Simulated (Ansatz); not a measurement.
Relaxation of CrN4F2H12 (relaxed from a model of trans-CrF2(NH3)4, whose bonding it doesn't keep) with RKS PBE-D4/def2-SVP.

```sh
$ ansatz run in.yaml --threads 2 --pin off --events-out ev --progress --plain --max-ram 32768MiB --backend cuda --devices 0, --max-vram 18GiB
```

```yaml
crystal:
  periodic: [false, false, false]
  atoms:
    - {symbol: Cr, position_ang: [-0.035152, -0.004436, 0.073332]}
    - {symbol: F, position_ang: [0.520703, 1.543123, 1.002042]}
    - {symbol: F, position_ang: [-0.595192, -1.536887, -0.880637]}
    - {symbol: N, position_ang: [1.865377, -0.834350, 0.488293]}
    - {symbol: H, position_ang: [2.177907, -0.527129, 1.419063]}
    - {symbol: H, position_ang: [2.578371, -0.494856, -0.172127]}
    - {symbol: H, position_ang: [1.836497, -1.893277, 0.423673]}
    - {symbol: N, position_ang: [-1.930311, 0.829147, -0.344103]}
    - {symbol: H, position_ang: [-2.292964, 0.405759, -1.208741]}
    - {symbol: H, position_ang: [-1.850962, 1.883983, -0.423422]}
    - {symbol: H, position_ang: [-2.620060, 0.622925, 0.391687]}
    - {symbol: N, position_ang: [-1.065610, 3.509055, -0.106662]}
    - {symbol: H, position_ang: [-0.573117, 4.040777, -0.836719]}
    - {symbol: H, position_ang: [-0.339610, 2.948684, 0.401579]}
    - {symbol: H, position_ang: [-1.427841, 4.208409, 0.554851]}
    - {symbol: N, position_ang: [1.145100, -3.508596, -0.071103]}
    - {symbol: H, position_ang: [0.717599, -4.162339, 0.597817]}
    - {symbol: H, position_ang: [1.524385, -4.090348, -0.829429]}
    - {symbol: H, position_ang: [0.364880, -2.939644, -0.479394]}
basis:
  gaussian: {orbitals: def2-SVP}
hamiltonian: {xc: pbe, dispersion: d4}
scf: {lower_state_search: "off"}
output: {orbitals: {seedname: orbitals}}
relax: {f_tol: 0.03, max_steps: 70}
```

It took 31 s on 2 threads of AMD EPYC 7R13 on a shared host and a share (18 GiB) of an NVIDIA H100 80GB HBM3, peak host memory 0.85 GiB.

Positions (Å) and forces (eV/Å) at steps 1, 2, 3, 4, 5, 7, 9, 10 of 10:

```xyz
19
step=1 energy=-39982.0290 eV
Cr   -0.035   -0.004    0.073    0.054   -0.030   -0.003
F     0.521    1.543    1.002   -0.227   -1.105   -0.625
F    -0.595   -1.537   -0.881    0.221    1.101    0.638
N     1.865   -0.834    0.488   -0.305    0.227   -0.052
H     2.178   -0.527    1.419   -0.006   -0.066    0.135
H     2.578   -0.495   -0.172    0.037    0.031   -0.087
H     1.836   -1.893    0.424   -0.032    0.034   -0.001
N    -1.930    0.829   -0.344    0.268   -0.185    0.074
H    -2.293    0.406   -1.209   -0.004    0.065   -0.123
H    -1.851    1.884   -0.423    0.019   -0.035   -0.011
H    -2.620    0.623    0.392   -0.029   -0.035    0.059
N    -1.066    3.509   -0.107    0.079   -0.054    0.064
H    -0.573    4.041   -0.837   -0.006   -0.034    0.010
H    -0.340    2.949    0.402   -0.133    0.176   -0.087
H    -1.428    4.208    0.555    0.010   -0.016    0.000
N     1.145   -3.509   -0.071   -0.081    0.055   -0.048
H     0.718   -4.162    0.598    0.000    0.025    0.004
H     1.524   -4.090   -0.829   -0.004    0.012   -0.004
H     0.365   -2.940   -0.479    0.139   -0.166    0.056
19
step=2 energy=-39982.1431 eV
Cr   -0.031   -0.007    0.071    0.014    0.004    0.002
F     0.571    1.507    0.949   -0.244   -0.656   -0.429
F    -0.638   -1.504   -0.835    0.249    0.647    0.435
N     1.852   -0.805    0.495   -0.110   -0.009   -0.084
H     2.143   -0.558    1.455   -0.050   -0.084   -0.040
H     2.577   -0.426   -0.135   -0.031    0.019    0.016
H     1.824   -1.860    0.370    0.045    0.065    0.079
N    -1.913    0.800   -0.353    0.060    0.033    0.090
H    -2.245    0.445   -1.266    0.059    0.120    0.091
H    -1.842    1.860   -0.353   -0.048   -0.108   -0.086
H    -2.623    0.529    0.348    0.057   -0.024   -0.074
N    -1.065    3.495   -0.086    0.143    0.006    0.039
H    -0.627    4.005   -0.868   -0.051   -0.069    0.100
H    -0.303    2.950    0.381   -0.145    0.158   -0.075
H    -1.377    4.212    0.584    0.018   -0.043   -0.046
N     1.137   -3.489   -0.082   -0.120    0.002   -0.035
H     0.753   -4.125    0.631    0.029    0.062   -0.059
H     1.477   -4.089   -0.846   -0.011    0.027    0.032
H     0.331   -2.939   -0.461    0.136   -0.149    0.044
19
step=3 energy=-39982.2102 eV
Cr   -0.027   -0.008    0.068   -0.029    0.011   -0.001
F     0.577    1.485    0.843    0.105    0.111    0.038
F    -0.632   -1.484   -0.737   -0.096   -0.107   -0.035
N     1.827   -0.820    0.488    0.139   -0.042   -0.002
H     2.083   -0.619    1.471   -0.003   -0.079   -0.127
H     2.561   -0.393   -0.105   -0.065   -0.038    0.093
H     1.829   -1.870    0.324    0.000    0.143    0.086
N    -1.883    0.815   -0.352   -0.201    0.039    0.000
H    -2.173    0.520   -1.303    0.020    0.129    0.213
H    -1.848    1.877   -0.293   -0.010   -0.220   -0.088
H    -2.611    0.473    0.305    0.137    0.053   -0.179
N    -1.092    3.525   -0.064    0.136    0.086    0.014
H    -0.699    4.011   -0.886   -0.067   -0.071    0.155
H    -0.303    3.000    0.372   -0.101    0.086   -0.068
H    -1.364    4.259    0.605    0.003   -0.038   -0.076
N     1.155   -3.517   -0.092   -0.095   -0.072   -0.021
H     0.807   -4.133    0.658    0.043    0.069   -0.103
H     1.461   -4.135   -0.856   -0.001    0.021    0.059
H     0.331   -2.987   -0.447    0.087   -0.083    0.043
19
step=4 energy=-39982.2174 eV
Cr   -0.032   -0.007    0.062    0.482    0.487    0.315
F     0.674    1.534    0.709   -0.167   -0.270   -0.167
F    -0.717   -1.526   -0.561   -0.064   -0.249   -0.075
N     1.835   -0.854    0.509   -0.033   -0.056    0.018
H     2.100   -0.692    1.494   -0.064    0.036   -0.032
H     2.591   -0.438   -0.059   -0.057    0.006   -0.007
H     1.833   -1.898    0.342    0.025    0.043   -0.006
N    -1.860    0.836   -0.375    0.038   -0.005   -0.004
H    -2.144    0.586   -1.334   -0.034   -0.022   -0.087
H    -1.819    1.887   -0.296   -0.011    0.092    0.033
H    -2.594    0.477    0.254   -0.067   -0.005    0.038
N    -1.136    3.576   -0.045   -0.105    0.088   -0.001
H    -0.782    4.060   -0.878    0.020    0.034   -0.064
H    -0.311    3.139    0.399    0.095   -0.163    0.045
H    -1.472    4.313    0.588   -0.007   -0.010    0.019
N     1.176   -3.580   -0.109    0.089   -0.021    0.025
H     0.854   -4.243    0.608   -0.013    0.031    0.006
H     1.454   -4.151   -0.918   -0.033    0.068    0.005
H     0.349   -3.019   -0.389   -0.090   -0.084   -0.059
19
step=5 energy=-39982.2397 eV
Cr   -0.015   -0.006    0.065   -0.008    0.013   -0.002
F     0.700    1.546    0.610    0.003    0.000   -0.007
F    -0.737   -1.551   -0.495   -0.003   -0.003    0.006
N     1.823   -0.852    0.521    0.011    0.054    0.002
H     2.073   -0.671    1.506   -0.002   -0.007    0.006
H     2.573   -0.432   -0.052   -0.008   -0.004    0.003
H     1.819   -1.896    0.358   -0.014   -0.047   -0.006
N    -1.854    0.839   -0.394    0.001   -0.027   -0.004
H    -2.125    0.596   -1.360   -0.002    0.003    0.005
H    -1.829    1.891   -0.303   -0.004    0.025   -0.006
H    -2.597    0.469    0.220   -0.002    0.004   -0.004
N    -1.136    3.579   -0.034    0.033   -0.041    0.008
H    -0.804    4.105   -0.853   -0.002    0.018    0.002
H    -0.305    3.084    0.346   -0.026    0.012   -0.022
H    -1.424    4.278    0.661    0.001    0.008    0.017
N     1.169   -3.564   -0.103   -0.035    0.014    0.006
H     0.901   -4.262    0.603    0.017   -0.009   -0.007
H     1.470   -4.093   -0.931    0.005   -0.018   -0.007
H     0.298   -3.062   -0.365    0.035    0.006    0.011
19
step=7 energy=-39982.2413 eV rejected
Cr   -0.021   -0.006    0.053    0.007   -0.009   -0.001
F     0.751    1.565    0.464   -0.032   -0.054   -0.020
F    -0.781   -1.578   -0.375    0.025    0.063    0.010
N     1.808   -0.859    0.539    0.002    0.004    0.012
H     2.047   -0.679    1.527    0.003    0.009   -0.006
H     2.563   -0.438   -0.026    0.001    0.001    0.004
H     1.808   -1.904    0.378   -0.014   -0.010   -0.014
N    -1.847    0.849   -0.437   -0.013   -0.009   -0.009
H    -2.114    0.603   -1.404    0.006   -0.002    0.008
H    -1.820    1.902   -0.353    0.012    0.008    0.011
H    -2.599    0.489    0.172    0.007    0.002   -0.004
N    -1.136    3.588   -0.025    0.088    0.228    0.012
H    -0.890    4.249   -0.782   -0.057   -0.179    0.223
H    -0.260    3.082    0.230   -0.129    0.094   -0.023
H    -1.399    4.169    0.790    0.092   -0.153   -0.212
N     1.179   -3.575   -0.093   -0.021   -0.053    0.012
H     0.972   -4.313    0.594    0.005    0.053   -0.050
H     1.457   -4.059   -0.958   -0.023    0.028    0.036
H     0.283   -3.086   -0.293    0.041   -0.020    0.010
19
step=9 energy=-39982.2438 eV
Cr   -0.016   -0.006    0.043   -0.018   -0.015    0.016
F     0.754    1.565    0.447   -0.008   -0.010   -0.004
F    -0.778   -1.575   -0.381    0.013    0.024    0.005
N     1.810   -0.858    0.537    0.006   -0.008   -0.012
H     2.048   -0.674    1.524   -0.002    0.002   -0.003
H     2.566   -0.442   -0.029    0.005    0.000    0.001
H     1.805   -1.904    0.379    0.001    0.006    0.004
N    -1.844    0.848   -0.441    0.005    0.010   -0.004
H    -2.112    0.608   -1.409   -0.002    0.000   -0.005
H    -1.816    1.901   -0.349   -0.002   -0.004   -0.003
H    -2.596    0.484    0.167    0.005   -0.005    0.002
N    -1.139    3.585   -0.019    0.046    0.093    0.013
H    -0.897    4.247   -0.772   -0.025   -0.074    0.091
H    -0.263    3.081    0.230   -0.061    0.048   -0.008
H    -1.398    4.160    0.796    0.041   -0.068   -0.093
N     1.176   -3.573   -0.085   -0.008   -0.013    0.008
H     0.965   -4.315    0.596    0.004    0.012   -0.011
H     1.451   -4.051   -0.953   -0.007    0.005    0.007
H     0.282   -3.082   -0.282    0.008   -0.004   -0.003
19
step=10 energy=-39982.2443 eV
Cr   -0.017   -0.006    0.050    0.002    0.000   -0.022
F     0.748    1.564    0.465    0.000   -0.007   -0.001
F    -0.775   -1.573   -0.385    0.003    0.009    0.002
N     1.812   -0.857    0.532   -0.001   -0.003    0.009
H     2.055   -0.671    1.518    0.004    0.000    0.000
H     2.567   -0.442   -0.037   -0.002    0.000   -0.001
H     1.807   -1.903    0.377   -0.001    0.003   -0.001
N    -1.844    0.848   -0.441   -0.004    0.001    0.007
H    -2.108    0.606   -1.409    0.004   -0.001    0.001
H    -1.817    1.901   -0.350    0.003   -0.003    0.002
H    -2.596    0.483    0.166   -0.002    0.000   -0.001
N    -1.139    3.584   -0.019    0.019    0.028   -0.001
H    -0.890    4.238   -0.773   -0.010   -0.017    0.023
H    -0.267    3.082    0.241   -0.024    0.013    0.001
H    -1.402    4.166    0.788    0.011   -0.021   -0.022
N     1.175   -3.573   -0.085   -0.004   -0.007    0.004
H     0.959   -4.310    0.599    0.002    0.005   -0.005
H     1.449   -4.056   -0.950   -0.003    0.002    0.003
H     0.283   -3.080   -0.286    0.005   -0.001    0.000
```

The restricted singlet is unstable towards broken spin symmetry in Hartree–Fock (as tested in another run); at PBE-D4/def2-SVP this wasn't settled. An occupied level lies above an empty one. In the singlet geometry the species has come apart into loosely held pieces. The name describes the quintet; other states may take another shape. At PBE-D4/def2-SVP a quintet of charge 0 lies 2.62 eV below the restricted singlet, each at its own geometry.
